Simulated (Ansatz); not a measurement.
C₂H₇ClSi₂, SMILES `C=C[SiH2][SiH2]Cl`, relaxed with RKS PBE0-D4/def2-TZVP in Ansatz 0.2.0 from a PBE-D4/def2-SVP geometry. The force threshold is 0.005 eV/Å; the program also tests the step.

Charge 0, multiplicity 1.

Start:

```xyz
12

C    -2.141    0.094    0.301
C    -1.249   -0.549   -0.479
Si    0.465   -1.043    0.109
Si    1.867    0.824   -0.194
Cl    0.968    2.363    0.913
H    -1.932    0.326    1.360
H    -3.122    0.422   -0.084
H    -1.513   -0.739   -1.536
H     0.992   -2.229   -0.658
H     0.455   -1.360    1.581
H     1.942    1.262   -1.632
H     3.268    0.629    0.320
```

| step | energy (eV) | largest force (eV/Å) | largest move (Å) |
| --- | --- | --- | --- |
| 1 | -30455.0213 | 0.566 | 0.000 |
| 2 | -30455.0704 | 0.156 | 0.061 |
| 3 | -30455.0745 | 0.117 | 0.041 |
| 4 | -30455.0771 | 0.084 | 0.028 |
| 5 | -30455.0790 | 0.038 | 0.042 |
| 6 | -30455.0790 | 0.057 | 0.007 |
| 7 | -30455.0809 | 0.113 | 0.138 |
| 8 | -30455.0829 | 0.120 | 0.059 |
| 9 | -30455.0846 | 0.133 | 0.045 |
| 10 | -30455.0873 | 0.028 | 0.073 |
| 11 | -30455.0876 | 0.113 | 0.129 |
| 12 | -30455.0884 | 0.065 | 0.018 |
| 13 | -30455.0887 | 0.006 | 0.012 |
| 14 | -30455.0887 | 0.005 | 0.011 |
| 15 | -30455.0888 | 0.009 | 0.024 |
| 16 | -30455.0888 | 0.011 | 0.010 |
| 17 | -30455.0888 | 0.003 | 0.005 |

End:

```xyz
12

C    -2.273   -0.116    0.325
C    -1.251   -0.412   -0.474
Si    0.426   -0.901    0.160
Si    1.959    0.825   -0.238
Cl    1.309    2.515    0.757
H    -2.189   -0.174    1.406
H    -3.237    0.196   -0.065
H    -1.397   -0.331   -1.550
H     0.926   -2.127   -0.525
H     0.353   -1.148    1.625
H     2.050    1.166   -1.681
H     3.323    0.506    0.260
```

Hardware: 4 threads of a server CPU on a shared host. Wall time 2.7 min, peak host memory 0.69 GiB.
